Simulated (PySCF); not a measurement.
NMR data simulated for an unnamed compound:

1H NMR (400 MHz, computed): δ 4.82 (s, 3H), 4.58 (br s, 1H), 2.28 (m, 2H), 2.01 (m, 2H), 1.65 (m, 2H), 1.60 (m, 2H), 1.55 (m, 2H).

13C{1H} NMR (computed): δ 145.8 (C), 42.0 (CH2), 32.4 (CH2), 31.0 (CH2), 30.8 (CH2), 24.0 (CH2).

PySCF calculation with coordinates at the GFN2-xTB level and GIAO PBE0/pcSseg-1 shieldings; isolated molecule, one averaged value for each set of equivalent atoms, single conformer, no relativistic terms.

Scale: 1H (σ = 31.72 ppm) and 13C (σ = 186.93 ppm) vs TMS (reference shieldings calculated alike).

Question: Which of these does the molecule contain: a three-membered ring, an amide, a benzene ring, an NH or NH2 group, a Si–H bond?

Answer: 
- A three-membered ring: no.
- An amide: no.
- A benzene ring: no.
- An NH or NH2 group: yes (δH 4.58 (br s)).
- A Si–H bond: yes (δH 4.82 (s)).

The data belong to SMILES [SiH3]NN=C1CCCCC1, C$_{6}$H$_{14}$N$_{2}$Si; they needn't prove each group on their own.

Carbon signals by region: 1 in the sp2 and nitrile region (100–160 ppm), 5 below 50 ppm.

Exchangeable OH/NH protons stand at their gas-phase positions; hydrogen bonding in a real sample shifts them, mostly to higher δ. Shifts are as computed. Against solution values, carbons near 30 ppm lie about +3 ppm off and those near 130 ppm about +5 ppm. Of 1211 compounds with measured shifts, 218 miss one by over three times the rms of a fit or turn the order of signals round; such compounds aren't used in these exercises. No couplings were computed; multiplicities are counted from neighbouring protons, with m where these are inequivalent, close in shift, in a saturated or five-membered ring or joined by F or P, and br s for small geminal =CH2 splittings.
